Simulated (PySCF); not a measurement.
# How methods differ on the ionisation energy of Kr

Kr [Kr] (1S) → Kr⁺ [Ar] 3d10 4s2 4p5 (2P), as a difference of total energies. Computed with PySCF 2.14 in jorge-DZP-DKH, with scalar relativity by spin-free X2C-1e. Correlated levels: valence: [Ar] 3d10 frozen. The calculations carry no spin-orbit coupling.

```csv
method,ionisation energy (eV),error (eV)
UHF,13.213,-1.009
BP86,14.210,-0.012
PBE0,14.140,-0.082
MP2 (valence),13.439,-0.783
SCS-MP2 (valence),13.418,-0.804
CCSD (valence),13.439,-0.783
CCSD(T) (valence),13.442,-0.780
```

Reference: 14.222 eV (measured; NIST levels, between the centres of gravity of the two terms).

Errors of the correlated levels include the incompleteness of this basis and the frozen core.
